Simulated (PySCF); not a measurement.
## Molecular orbitals of BeN⁺

PBE0 at R = 1.612 Å; PySCF, no relativity, basis sets Be def2-SVPD, N def2-SVPD. State: ⁵Σ⁻ (quintet), unpaired electrons σ ↑↑, π ↑↑, a second solution, started from another occupation. Only the outer orbitals are listed, counted within each symmetry.

```tsv
spin	orbital	occ.	ε (eV)	on Be (%)	main shells (%)
α	3σ	1	-33.99	5	95 N s
α	4σ	1	-22.50	10	87 N p
α	1π	1	-21.03	2	98 N p
α	1π	1	-21.03	2	98 N p
α	5σ	1	-12.89	99	79 Be s, 19 Be p
α	2π	0	-7.97	95	94 Be p
α	2π	0	-7.97	95	94 Be p
β	3σ	1	-28.14	8	88 N s
β	4σ	0	-14.06	17	71 N p, 12 Be s, 11 N s
β	1π	0	-12.70	10	90 N p, 10 Be p
β	1π	0	-12.70	10	90 N p, 10 Be p
```

Task: Which are the highest filled and the lowest empty level, where do they sit, and how wide is the gap?

Result: Highest filled α 5σ at -12.89 eV (in %: 79 Be s, 19 Be p); lowest empty β 4σ at -14.06 eV (in %: 71 N p, 12 Be s, 11 N s); the gap at PBE0 is -1.17 eV.

```json
{
 "bond order (Mayer)": "0.48",
 "⟨S²⟩": "6.002",
 "charge on Be (Mulliken, basis-dependent)": "0.75",
 "charge on Be (Löwdin, basis-dependent)": "0.69",
 "dipole moment (positive dipole points towards N; it is taken about the centre of mass and depends on that origin)": "-0.11 D"
}
```

Counting both spins, an empty level lies below a filled one in this solution, because spin and occupation are held.
